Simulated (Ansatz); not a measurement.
`OP[SiH2][SeH]` + `[CH3][AlH][OH]` → `[CH3][AlH][SiH2][SeH]` + `OPO`  (redistribution)

Computed with Ansatz on PBE0-D4/def2-TZVP structures; ΔE is electronic, products minus reactants. CCSD(T)/CBS is the MP2 limit (def2-TZVPP, def2-QZVPP) plus CCSD(T) − MP2 in def2-TZVPP, frozen cores. DFT in def2-TZVPP. For Se outer-core shells are correlated without core-valence functions, which leaves a few kJ/mol of doubt a bond. Scalar relativity is left out up to krypton. Each species was taken in one conformer, which may not be the lowest.

`OP[SiH2][SeH]`:

Cartesian coordinates in Å:
```
O 2.008 0.547 -0.188
P 0.935 -0.484 -0.926
Si -0.740 -0.415 0.589
Se -1.843 1.575 0.437
H 2.327 1.186 -0.830
H 1.441 -1.720 -0.424
H -1.639 -1.569 0.310
H -0.267 -0.462 1.996
H -2.221 1.343 -0.964
```

`[CH3][AlH][OH]`:

Cartesian coordinates in Å:
```
C -1.192 -0.241 -0.357
Al 0.624 -0.179 0.325
O 1.522 1.239 0.048
H -1.303 -1.033 -1.105
H -1.485 0.704 -0.822
H -1.907 -0.465 0.441
H 1.319 -1.367 1.119
H 2.422 1.342 0.350
```

`[CH3][AlH][SiH2][SeH]`:

Z-matrix (Å, degrees):
```
C
Al 1 1.951
H 1 1.096 2 109.8
H 1 1.095 2 110.7 3 -117.1
H 1 1.092 2 113.7 3 120.8
Si 2 2.461 1 121.4 3 -114.4
H 2 1.591 1 120.2 3 65.1
Se 6 2.293 2 106.7 1 179.2
H 6 1.493 2 112.5 1 -60.6
H 6 1.493 2 112.5 1 59.0
H 8 1.470 6 95.1 2 -180.0
```

`OPO`:

Z-matrix (Å, degrees):
```
P
O 1 1.632
O 1 1.647 2 104.0
H 1 1.428 2 98.9 3 94.9
H 2 0.963 1 114.2 3 -52.9
H 3 0.961 1 110.6 2 -99.7
```

CCSD(T)/CBS gives +26.5 kcal/mol.

(1) Another level gave +25.2 kcal/mol. Which?
A. PBE/def2-TZVPP
B. ωB97X-V/def2-TZVPP
C. SCS-MP2/def2-TZVPP
D. MP2/def2-TZVPP

Largest T1 diagnostic among the species: 0.013.

Results:

(1) B. ωB97X-V 25.2, SCS-MP2/def2-TZVPP 26.9, PBE 24.3, MP2/def2-TZVPP 28.0 kcal/mol.

At CCSD(T), def2-SVP lies +1.7 kcal/mol from the extrapolated value and def2-TZVPP −0.6 kcal/mol. In def2-TZVPP, CCSD(T) changes the Hartree–Fock value by +1.4 kcal/mol (the triples alone add +0.1 kcal/mol) and MP2 by +3.5 kcal/mol.
